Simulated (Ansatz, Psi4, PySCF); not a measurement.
diethyl sulfide (C$_{4}$H$_{10}$S), singlet, at a GFN2-xTB geometry. Base run: BLYP/STO-3G (PySCF).

Geometry (Å):
```xyz
15

C      2.5607    -0.0078    -0.2384
C      1.1064     0.2496    -0.5813
S      0.0380    -0.2248     0.8290
C     -1.5539     0.4756     0.2767
C     -2.1930    -0.3159    -0.8488
H      2.8502     0.5677     0.6376
H      3.1966     0.2780    -1.0740
H      2.7168    -1.0620    -0.0228
H      0.9304     1.3084    -0.7772
H      0.8031    -0.3385    -1.4480
H     -1.3751     1.5124    -0.0112
H     -2.1827     0.4580     1.1664
H     -2.3149    -1.3556    -0.5542
H     -1.5822    -0.2790    -1.7481
H     -3.1720     0.0982    -1.0826
```
All else is at PySCF's defaults.

The same geometry, method and basis name were run in Ansatz (an electronic-structure program) and Psi4 and PySCF, at each program's defaults and at the settings that a row names. The base is PySCF at its defaults. Differences at the defaults can come from grids, fitting, cores and function types together.

```csv
code and settings,ΔE vs base (µEh),basis functions,E (Eh),SCF cycles,dipole (D)
"PySCF, defaults (exact integrals, its default grid, spherical functions)",0.0,39,-550.17408,8,0.79
"Psi4, defaults (density fitting with its default set, its default grid, spherical functions)",-2067,39,-550.17615,7,0.79
"Ansatz, defaults (factorised integrals, its default grid, spherical functions)",-2.0,39,-550.17409,-,-
"PySCF, density fitting with def2-universal-jkfit",-2067,39,-550.17615,8,0.79
"PySCF, fine grid",-0.3,39,-550.17408,8,0.79
"Psi4, exact integrals, spherical functions, fine grid",-0.6,39,-550.17409,10,0.79
"Ansatz, high accuracy",-0.7,39,-550.17409,-,-
```
